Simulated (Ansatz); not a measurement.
Basis-set extrapolation for CH₇FSSi₂, SMILES `FC[SiH]([SiH3])S` (PBE0-D4/def2-TZVP geometry, frozen core, the Gaussian-basis code of Ansatz). Multiplicity 1, RHF reference.

```tsv
	def2-TZVPP	def2-QZVPP
HF	-1116.887999	-1116.923274
MP2 correlation	-0.847027	-0.917373
CCSD(T) correlation	-0.947919	not run
```

Energies in hartree. Use E(X) = E(∞) + A·exp(−7.88·√X) for Hartree–Fock and E(X) = E(∞) + B·X^(−2.97) for correlation, with X = 3 and 4, and add CCSD(T) minus MP2 of the smaller set to the MP2 limit.

Question: What is the CCSD(T) energy at the basis-set limit?

Answer: HF limit: -1116.923274 + (-0.035275) × 0.13774 = -1116.92813. MP2 limit: -0.917373 + (-0.070346) × 0.74074 = -0.96948. Higher-order term: -0.947919 − (-0.847027) = -0.10089. Total: -1117.99850 hartree, 4.42 eV below CCSD(T)/def2-TZVPP.
